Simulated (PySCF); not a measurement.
# InI⁻: script and output

File input.py (PySCF 2.14):

```python
from pyscf import gto, scf

mol = gto.M(
    atom='In 0 0 0; I 0 0 2.66',
    basis='sbkjc',
    ecp={'In': 'sbkjc', 'I': 'sbkjc'},
    charge=-1,
    spin=1,
    verbose=4,
)
mf = scf.UHF(mol)
mf.kernel()
mf.dip_moment()
print('orbital energies (hartree):', [e[max(0, n-3):n+3].round(4) for e, n in zip(mf.mo_energy, mol.nelec)])
```

```bash
$ OMP_NUM_THREADS=1 python input.py
```

It prints (some set-up lines and the per-cycle HOMO/LUMO lines with their warnings removed):

```
PySCF version 2.14.0

[INPUT] Symbol           X                Y                Z      unit          X                Y                Z       unit  Magmom
[INPUT]  1 In     0.000000000000   0.000000000000   0.000000000000 AA    0.000000000000   0.000000000000   0.000000000000 Bohr   0.0
[INPUT]  2 I      0.000000000000   0.000000000000   2.660000000000 AA    0.000000000000   0.000000000000   5.026671491343 Bohr   0.0

nuclear repulsion = 29.2440037613684
number of shells = 15
number of NR pGTOs = 77
number of NR cGTOs = 39
basis = sbkjc
ecp = {'In': 'sbkjc', 'I': 'sbkjc'}

******** <class 'pyscf.scf.uhf.UHF'> ********
method = UHF
initial guess = minao
damping factor = 0
level_shift factor = 0
DIIS = <class 'pyscf.scf.diis.CDIIS'>
SCF conv_tol = 1e-09
SCF max_cycles = 50
number electrons alpha = 15  beta = 14
init E= -168.632556313703

cycle= 1 E= -189.468577554921  delta_E= -20.8  |g|= 5.36  |ddm|= 5.88
cycle= 2 E= -189.743469198734  delta_E= -0.275  |g|= 5.02  |ddm|= 7.48
cycle= 3 E= -198.960270698149  delta_E= -9.22  |g|= 0.742  |ddm|= 9.26
cycle= 4 E= -199.240417560573  delta_E= -0.28  |g|= 0.525  |ddm|= 7.77
cycle= 5 E= -199.511109511793  delta_E= -0.271  |g|= 0.113  |ddm|= 0.866
cycle= 6 E= -199.525678618201  delta_E= -0.0146  |g|= 0.0162  |ddm|= 0.336
cycle= 7 E= -199.52617536592  delta_E= -0.000497  |g|= 0.00617  |ddm|= 0.0706
cycle= 8 E= -199.52630325852  delta_E= -0.000128  |g|= 0.00311  |ddm|= 0.0442
cycle= 9 E= -199.526356518187  delta_E= -5.33e-05  |g|= 0.00131  |ddm|= 0.0369
cycle= 10 E= -199.526367165483  delta_E= -1.06e-05  |g|= 0.000316  |ddm|= 0.0213
cycle= 11 E= -199.526367616118  delta_E= -4.51e-07  |g|= 8.63e-05  |ddm|= 0.00434
cycle= 12 E= -199.526367638303  delta_E= -2.22e-08  |g|= 2.44e-05  |ddm|= 0.000696
cycle= 13 E= -199.526367639773  delta_E= -1.47e-09  |g|= 5.58e-06  |ddm|= 0.000128
cycle= 14 E= -199.526367639852  delta_E= -7.96e-11  |g|= 1.2e-06  |ddm|= 2.63e-05
Extra cycle  E= -199.526367639855  delta_E= -2.7e-12  |g|= 5.62e-07  |ddm|= 4.51e-06
converged SCF energy = -199.526367639855  <S^2> = 0.76014707  2S+1 = 2.0101215

WARN: System has nonzero charge -1; the dipole moment is origin-dependent.
Location of origin: [0. 0. 0.]

Dipole moment(X, Y, Z, Debye):  0.00000, -0.00000, -6.03279
orbital energies (hartree): [array([-0.1834, -0.1206,  0.0019,  0.2274,  0.3019,  0.4991]), array([-0.183 , -0.1777, -0.0909,  0.2437,  0.281 ,  0.3152])]
```

In short: E(SCF) = -199.526368 Eh, 14 cycles, ⟨S²⟩ = 0.760.

It ran on Intel Xeon 6975P-C (1 thread, shared host) in 0.62 s.

The basis has no diffuse functions, which an anion needs. The bond length is a typed value, not an optimised one. The dipole of an ion depends on the origin. No search for the lowest solution was made.
